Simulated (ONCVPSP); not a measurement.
## Rh, ONCV: configuration errors across variants

rhodium, optimised norm-conserving Vanderbilt (ONCV), made with ONCVPSP 4.0.1 (PBE, scalar-relativistic). Core [Ar] 3d10, reference 4s2 4p6 4d8 5s0.5 (charge +0.5). Waves: 4s+5s: rc 1.85 bohr, ncon 4, nbas 7, qcut 7.3 1/bohr, 3 projectors, debl 3 Ha; 4p: rc 1.10 bohr, ncon 4, nbas 9, qcut 7.5 1/bohr, 2 projectors, debl 0.6 Ha; 4d: rc 1.55 bohr, ncon 4, nbas 9, qcut 8.9 1/bohr, 2 projectors, debl 3.7 Ha. Local part: polynomial inside 0.75 bohr (lpopt 1, dvloc0 4 Ha). Core correction: Teter function, fcfact 3.25, rcfact 1.2.

In the p channel the program set the typed energies aside and used -1.989, 0.250 Ha.

All-electron excitation energies from the reference (eV): (1) 4s2 4p6 4d8 5s1 -2.919; (2) 4s2 4p6 4d8 5s0 4.542; (3) 4s2 4p6 4d7 5s0 24.052; (4) 4s2 4p6 4d8.5 5s0.5 -3.550.

Errors AE − PS in meV (a dash: test not solved or not reliable):

```csv
change,(1),(2),(3),(4),bound ghosts,GHOST(+) flags above zero
base,+0.4,-1.2,-1.7,-0.4,none,s
d: rc 1.1,+0.4,-1.2,-0.5,-0.8,none,s
d: rc 1.22,+0.4,-1.2,-1.3,-0.5,none,s
d: rc 1.34,+0.4,-1.2,-1.6,-0.4,none,s
d: rc 1.5,+0.4,-1.2,-1.7,-0.4,none,s
d: rc 1.68,+0.4,-1.2,-1.6,-0.3,none,s
d: rc 1.84,+0.4,-1.2,-1.2,-0.4,none,"s, d"
d: rc 1.96,+0.5,-1.1,-1.4,-0.2,none,s
d: rc 2.24,+0.5,-1.0,-0.2,-0.1,none,s
```

Problem. Give the same row for: d: rc 2.12.

Solution. +0.5, -1.1, -0.7, -0.2; bound ghosts: none; GHOST(+) flags above zero: s.
